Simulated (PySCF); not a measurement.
Highest occupied level (eV) of eight silicon and germanium compounds: PBE beside r2SCAN, computed with PySCF for isolated molecules in the bases named; differences from unrounded values. The eight are the first of their class met in an unordered collection, after screening for sound electronic states; none was chosen by its value. Each molecule has one DFT geometry for both levels.

| molecule | basis | r2SCAN | PBE | difference |
|---|---|---|---|---|
| C₃H₅FSi, SMILES FC=C=C[SiH3] | def2-TZVP | -6.25 | -6.03 | 0.21 |
| CH7NOSi, SMILES O[Si@H](C)N | def2-TZVP | -6.32 | -6.01 | 0.31 |
| Si(Cl)2(F)(SH) (Cl₂FHSSi), SMILES F[Si](S)(Cl)Cl | def2-TZVP | -7.39 | -7.06 | 0.32 |
| Ge(Cl)(SH)3 (ClGeH3S3), SMILES [SH][Ge]([SH])([SH])[Cl] | def2-TZVP | -6.81 | -6.50 | 0.31 |
| Si(F)2(OH)(SMe) (CH4F2OSSi), SMILES CS[Si](O)(F)F | def2-TZVP | -6.57 | -6.30 | 0.27 |
| C2H6N2OSi, SMILES N1=COC[Si@H]1N | def2-TZVP | -6.25 | -5.95 | 0.29 |
| ClH₆NOSi₂, SMILES N[SiH2]O[SiH2]Cl | def2-TZVP | -6.73 | -6.41 | 0.32 |
| C₂H₃ClFNSi, SMILES F[Si@@](N)(Cl)C#C | def2-TZVP | -7.08 | -6.76 | 0.32 |

PBE lies below r2SCAN in 0 and above it in 8 of the eight; the mean signed difference is 0.29 and the largest 0.32 eV.
